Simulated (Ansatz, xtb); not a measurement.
# Relaxing a trial structure of C2H4F2SeSi

The starting geometry of this gas-phase singlet was built from a drawn formula by distance geometry and a force field; its bonds are those of `F[Si]1(F)C[Se]C1`.

| atom | x (Å) | y (Å) | z (Å) |
| --- | --- | --- | --- |
| C | 2.0483 | 0.1045 | 0.0740 |
| C | 0.3018 | 1.2804 | -1.2735 |
| F | -0.6130 | -1.1861 | 0.0786 |
| F | 0.9845 | -1.4447 | -2.1830 |
| Se | 1.7884 | 2.0345 | -0.2400 |
| Si | 0.5810 | -0.5340 | -0.8311 |
| H | 1.9441 | -0.1777 | 1.1487 |
| H | 2.9758 | -0.2714 | -0.3456 |
| H | -0.6591 | 1.6094 | -0.8500 |
| H | 0.3709 | 1.4637 | -2.3270 |

**Question.** Predict what becomes of its bonds when it is optimised with r2SCAN-D4/def2-SVP.

**Answer.** It keeps its bonds, and is `F[Si]1(F)C[Se]C1`.

The energy falls by 0.66 eV over 6 steps:

```
step  E − E(last) (eV)
   1             0.664
   2             0.125
   3             0.026
   4             0.003
   5             0.001
   6             0.000
```

Final geometry (Å):

```xyz
10

C     2.1114   -0.0009    0.1455
C     0.1853    1.2915   -1.3287
F    -0.5434   -1.1877    0.0117
F     0.9239   -1.4208   -2.1096
Se    1.7563    1.9249   -0.2641
Si    0.6089   -0.4560   -0.8523
H     2.0649   -0.1994    1.2268
H     3.0857   -0.3227   -0.2512
H    -0.7592    1.6957   -0.9348
H     0.2888    1.5542   -2.3920
```

From the same start GFN2-xTB reaches the same bonding as this run.

No frequencies were run, so the end isn't proven a minimum. Run with Ansatz 0.2.0, 21 s on 2 threads of Intel(R) Xeon(R) Processor @ 2.70GHz (shared host).
